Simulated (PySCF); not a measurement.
# Ti: excitation energy

Ti [Ar] 3d2 4s2 (3F) → Ti [Ar] 3d3 4s1 (5F), as a difference of total energies. Computed with PySCF 2.14 in aug-cc-pVDZ, with the non-relativistic Hamiltonian (point nucleus). Correlated levels: valence: [Ar] frozen. The calculations carry no spin-orbit coupling.

```csv
method,excitation energy (eV)
UHF,0.562
LDA,-0.267
PBE0,-0.066
r2SCAN,-0.519
BLYP,0.055
BHandHLYP,0.572
wB97X-V,0.340
TPSSh,-0.086
MP2 (valence),0.791
```

Problem. Estimate what SCS-MP2 (valence) gives.

Solution. 1.285 eV, closest to MP2 (valence) among the rows shown.

Problem. Estimate what PBE gives.

Solution. -0.292 eV, closest to LDA among the rows shown.

These non-relativistic numbers lack the scalar-relativistic shift.

Errors of the correlated levels include the incompleteness of this basis and the frozen core.

For comparison: 0.806 eV (measured; NIST levels, between the centres of gravity of the two terms).
